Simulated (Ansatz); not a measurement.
A run for Ansatz (an electronic-structure program): R-r2SCAN/def2-TZVPP on CH6InN (SMILES [CH3][InH][NH2]), a point of a torsion scan. Elements past Kr take the def2 small-core potentials; no spin–orbit coupling.

Ansatz 0.2 input:
```yaml
crystal:
  periodic: [false, false, false]
  atoms:
    - {symbol: C, position_ang: [-1.69139118, 0.20074187, -0.19661943]}
    - {symbol: In, position_ang: [0.16917361, -0.48033185, 0.79150226]}
    - {symbol: N, position_ang: [1.25074890, -1.95405977, -0.10162498]}
    - {symbol: H, position_ang: [-2.48430596, -0.50988089, 0.03042093]}
    - {symbol: H, position_ang: [-1.99297577, 1.19409453, 0.12639704]}
    - {symbol: H, position_ang: [-1.50873347, 0.19845979, -1.27055744]}
    - {symbol: H, position_ang: [0.72945535, -0.06232226, 2.37581337]}
    - {symbol: H, position_ang: [1.22017639, -1.97851009, -1.11489533]}
    - {symbol: H, position_ang: [2.21951701, -2.07024595, 0.17343962]}
basis:
  gaussian:
    orbitals: def2-TZVPP
hamiltonian:
  xc: {name: r2SCAN}
scf: {lower_state_search: off}
```

Program output:

```
WARN ansatz: RAYON_NUM_THREADS=1 ignored (pool sized by the plan → 1); use --threads N
Functional definition: r2SCAN
these checks for a lower state are left out or cut short: stability, starts, cluster_reference, orbital_swaps, neighbouring_geometries, increment
integrals: 0.10 GiB planned
1077 factors; their error is unknown
mean field: 0.73 GiB planned
mean field evaluation 1: about -7782.3216 eV, gradient 9.1e1 eV
mean field evaluation 2: about -7718.3759 eV, gradient 1.6e2 eV
mean field evaluation 4: about -7799.2397 eV, gradient 1.8e1 eV
mean field evaluation 8: about -7800.0424 eV, gradient 3.2e-1 eV
mean field evaluation 16: about -7800.0268 eV, gradient 4.6e-4 eV
mean field -7800.02684058 eV, -286.6456993431 hartree, gradient 7.4e-6 eV, S^2 0.000000; 0 other end points of the search recorded, 0 dependent functions left out
reference -7800.02685856 eV, -286.6457000039 hartree; 20, 20 occupied and 176, 176 virtual orbitals, 1077 factors
Total energy: -7800.02685856 eV, -286.6457000039 hartree
Checks for a lower state left out: stability, starts, cluster_reference, orbital_swaps, neighbouring_geometries, increment
```

The run converged.

Cost: around 3 core-seconds (rough).
